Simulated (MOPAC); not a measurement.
Job for MOPAC: PM7 on C5H12 (SMILES CCCCC).

```
PM7 1SCF PRECISE CHARGE=0 THREADS=1
C5H12

C      1.75353208 1    -0.81280588 1     0.77963348 1
C      1.06610985 1    -0.24076110 1    -0.45820902 1
C      0.18513745 1     0.97967270 1    -0.17344997 1
C     -0.97142360 1     0.74180279 1     0.80248197 1
C     -1.96737215 1    -0.31874957 1     0.33841973 1
H      1.03193610 1    -1.20243309 1     1.49993986 1
H      2.42518379 1    -1.63114530 1     0.51391553 1
H      2.34572744 1    -0.04739069 1     1.28799505 1
H      1.82665126 1     0.04695491 1    -1.18971636 1
H      0.47122666 1    -1.02269521 1    -0.93853082 1
H     -0.22441572 1     1.34611751 1    -1.12072605 1
H      0.81600947 1     1.78435810 1     0.21876103 1
H     -1.49861201 1     1.68889672 1     0.94874278 1
H     -0.57647365 1     0.46577085 1     1.78423391 1
H     -2.80859977 1    -0.39773809 1     1.02943230 1
H     -1.50589142 1    -1.30554795 1     0.27047937 1
H     -2.36872578 1    -0.07430667 1    -0.64857072 1
```

Program output:

```
*******************************************************************************
 **                                                                           **
 **                              MOPAC v23.2.5                                **
 **                                                                           **
 *******************************************************************************
 ** MOPAC's Digital Object Identifier: https://doi.org/10.5281/zenodo.6511958 **
 **                                                                           **
 ** Please cite the open-source release paper for use of this MOPAC version:  **
 ** J. E. Moussa and J. J. P. Stewart (2026)                                  **
 ** MOPAC: An open-source semiempirical molecular orbital program             **
 ** J. Open Source Softw., 11(119), 8025, https://doi.org/10.21105/joss.08025 **
 *******************************************************************************

                              PM7 CALCULATION RESULTS

 *******************************************************************************
 *  PM7        - The PM7 Hamiltonian to be used
 *
 *
 *
 *                 CHARGE ON SYSTEM = 0
 *
 *
 *
 *  PRECISE    - TIGHTER CRITERIA TO BE USED
 *  1SCF       - DO 1 SCF AND THEN STOP
 *  THREADS=1  - MULTI-THREADING NOT USED
 *  T=         - A TIME OF 172800.0 SECONDS REQUESTED
 *  DUMP=N     - RESTART FILE WRITTEN EVERY 7200.0 SECONDS REQUESTED
 *******************************************************************************
PM7 1SCF PRECISE CHARGE=0 THREADS=1
 C5H12

   ATOM   CHEMICAL          X               Y               Z
  NUMBER   SYMBOL      (ANGSTROMS)     (ANGSTROMS)     (ANGSTROMS)

     1       C          1.75353208  *  -0.81280588  *   0.77963348  *
     2       C          1.06610985  *  -0.24076110  *  -0.45820902  *
     3       C          0.18513745  *   0.97967270  *  -0.17344997  *
     4       C         -0.97142360  *   0.74180279  *   0.80248197  *
     5       C         -1.96737215  *  -0.31874957  *   0.33841973  *
     6       H          1.03193610  *  -1.20243309  *   1.49993986  *
     7       H          2.42518379  *  -1.63114530  *   0.51391553  *
     8       H          2.34572744  *  -0.04739069  *   1.28799505  *
     9       H          1.82665126  *   0.04695491  *  -1.18971636  *
    10       H          0.47122666  *  -1.02269521  *  -0.93853082  *
    11       H         -0.22441572  *   1.34611751  *  -1.12072605  *
    12       H          0.81600947  *   1.78435810  *   0.21876103  *
    13       H         -1.49861201  *   1.68889672  *   0.94874278  *
    14       H         -0.57647365  *   0.46577085  *   1.78423391  *
    15       H         -2.80859977  *  -0.39773809  *   1.02943230  *
    16       H         -1.50589142  *  -1.30554795  *   0.27047937  *
    17       H         -2.36872578  *  -0.07430667  *  -0.64857072  *



          CARTESIAN COORDINATES

    NO.       ATOM           X           Y           Z

     1         C          1.7535     -0.8128      0.7796
     2         C          1.0661     -0.2408     -0.4582
     3         C          0.1851      0.9797     -0.1734
     4         C         -0.9714      0.7418      0.8025
     5         C         -1.9674     -0.3187      0.3384
     6         H          1.0319     -1.2024      1.4999
     7         H          2.4252     -1.6311      0.5139
     8         H          2.3457     -0.0474      1.2880
     9         H          1.8267      0.0470     -1.1897
    10         H          0.4712     -1.0227     -0.9385
    11         H         -0.2244      1.3461     -1.1207
    12         H          0.8160      1.7844      0.2188
    13         H         -1.4986      1.6889      0.9487
    14         H         -0.5765      0.4658      1.7842
    15         H         -2.8086     -0.3977      1.0294
    16         H         -1.5059     -1.3055      0.2705
    17         H         -2.3687     -0.0743     -0.6486

 General Reference for PM7:
 "Optimization of Parameters for Semiempirical Methods VI: More Modifications to the
 NDDO Approximations and Re-optimization of Parameters", J. J. P. Stewart, J. Mol. Mod., 1:32, 19 (2013)
 https://link.springer.com/article/10.1007/s00894-012-1667-x

           Empirical Formula: C5 H12  =    17 atoms



      MOLECULAR POINT GROUP   :   C2


      RHF CALCULATION, NO. OF DOUBLY OCCUPIED LEVELS = 16


 -------------------------------------------------------------------------------
 PM7 1SCF PRECISE CHARGE=0 THREADS=1
 C5H12



     1SCF WAS SPECIFIED, SO BFGS WAS NOT USED
     SCF FIELD WAS ACHIEVED


                              PM7 CALCULATION
                                                       MOPAC v23.2.5 Linux




          FINAL HEAT OF FORMATION =        -31.11287 KCAL/MOL =    -130.17624 KJ/MOL


          COSMO AREA              =        131.30 SQUARE ANGSTROMS
          COSMO VOLUME            =        122.62 CUBIC ANGSTROMS

          IONIZATION POTENTIAL    =         11.180350 EV
          HOMO LUMO ENERGIES (EV) =        -11.180  4.300
          NO. OF FILLED LEVELS    =         16
          MOLECULAR WEIGHT        =         72.1498         POINT GROUP:  C2

          MOLECULAR DIMENSIONS (Angstroms)

            Atom       Atom       Distance
            H    15    H     7     5.40181
            H    11    H     6     3.54143
            H    12    H    10     2.90276


          SCF CALCULATIONS        =          1





   ATOM   CHEMICAL          X               Y               Z
  NUMBER   SYMBOL      (ANGSTROMS)     (ANGSTROMS)     (ANGSTROMS)

     1       C          1.75353208  *  -0.81280588  *   0.77963348  *
     2       C          1.06610985  *  -0.24076110  *  -0.45820902  *
     3       C          0.18513745  *   0.97967270  *  -0.17344997  *
     4       C         -0.97142360  *   0.74180279  *   0.80248197  *
     5       C         -1.96737215  *  -0.31874957  *   0.33841973  *
     6       H          1.03193610  *  -1.20243309  *   1.49993986  *
     7       H          2.42518379  *  -1.63114530  *   0.51391553  *
     8       H          2.34572744  *  -0.04739069  *   1.28799505  *
     9       H          1.82665126  *   0.04695491  *  -1.18971636  *
    10       H          0.47122666  *  -1.02269521  *  -0.93853082  *
    11       H         -0.22441572  *   1.34611751  *  -1.12072605  *
    12       H          0.81600947  *   1.78435810  *   0.21876103  *
    13       H         -1.49861201  *   1.68889672  *   0.94874278  *
    14       H         -0.57647365  *   0.46577085  *   1.78423391  *
    15       H         -2.80859977  *  -0.39773809  *   1.02943230  *
    16       H         -1.50589142  *  -1.30554795  *   0.27047937  *
    17       H         -2.36872578  *  -0.07430667  *  -0.64857072  *

                             CARTESIAN COORDINATES

   1    C        1.753532080    -0.812805880     0.779633480
   2    C        1.066109850    -0.240761100    -0.458209020
   3    C        0.185137450     0.979672700    -0.173449970
   4    C       -0.971423600     0.741802790     0.802481970
   5    C       -1.967372150    -0.318749570     0.338419730
   6    H        1.031936100    -1.202433090     1.499939860
   7    H        2.425183790    -1.631145300     0.513915530
   8    H        2.345727440    -0.047390690     1.287995050
   9    H        1.826651260     0.046954910    -1.189716360
  10    H        0.471226660    -1.022695210    -0.938530820
  11    H       -0.224415720     1.346117510    -1.120726050
  12    H        0.816009470     1.784358100     0.218761030
  13    H       -1.498612010     1.688896720     0.948742780
  14    H       -0.576473650     0.465770850     1.784233910
  15    H       -2.808599770    -0.397738090     1.029432300
  16    H       -1.505891420    -1.305547950     0.270479370
  17    H       -2.368725780    -0.074306670    -0.648570720


           Empirical Formula: C5 H12  =    17 atoms



      MOLECULAR POINT GROUP   :   C2


                  EIGENVALUES
 -29.24689 -26.39557 -23.70418 -21.49428 -18.78516 -16.15066 -15.98081 -14.27258
 -14.13669 -13.98528 -12.74027 -12.36928 -12.26474 -11.31766 -11.25268 -11.18035
   4.29970   4.31316   4.52095   4.89126   5.67942   5.72907   5.97799   5.97851
   6.03482   6.23946   6.28640   6.67878   6.87208   6.87297   7.18149   7.19764


              NET ATOMIC CHARGES AND DIPOLE CONTRIBUTIONS

  ATOM NO.   TYPE          CHARGE      No. of ELECS.   s-Pop       p-Pop
    1          C          -0.436458        4.4365     1.04989     3.38656
    2          C          -0.247116        4.2471     1.04982     3.19730
    3          C          -0.269759        4.2698     1.05504     3.21472
    4          C          -0.247116        4.2471     1.04982     3.19730
    5          C          -0.436458        4.4365     1.04989     3.38656
    6          H           0.143968        0.8560     0.85603
    7          H           0.138145        0.8619     0.86185
    8          H           0.141666        0.8583     0.85833
    9          H           0.128424        0.8716     0.87158
   10          H           0.134158        0.8658     0.86584
   11          H           0.132093        0.8679     0.86791
   12          H           0.132093        0.8679     0.86791
   13          H           0.128424        0.8716     0.87158
   14          H           0.134158        0.8658     0.86584
   15          H           0.138145        0.8619     0.86185
   16          H           0.143968        0.8560     0.85603
   17          H           0.141666        0.8583     0.85833
 DIPOLE           X         Y         Z       TOTAL
 POINT-CHG.     0.008     0.043    -0.020     0.048
 HYBRID        -0.009    -0.049     0.023     0.055
 SUM           -0.001    -0.006     0.003     0.007


          ATOMIC ORBITAL ELECTRON POPULATIONS

     Atom    s        px        py        pz
    1  C   1.04989   1.14387   1.14996   1.09274
    2  C   1.04982   1.08568   1.06407   1.04755
    3  C   1.05504   1.04744   1.06231   1.10496
    4  C   1.04982   1.02891   1.08364   1.08475
    5  C   1.04989   1.11161   1.11505   1.15990
    6  H   0.85603
    7  H   0.86185
    8  H   0.85833
    9  H   0.87158
   10  H   0.86584
   11  H   0.86791
   12  H   0.86791
   13  H   0.87158
   14  H   0.86584
   15  H   0.86185
   16  H   0.85603
   17  H   0.85833

 **********************
 *                    *
 * JOB ENDED NORMALLY *
 *                    *
 **********************




 == MOPAC DONE ==
```

The run finished.

Cost: roughly 0.03 core-seconds.
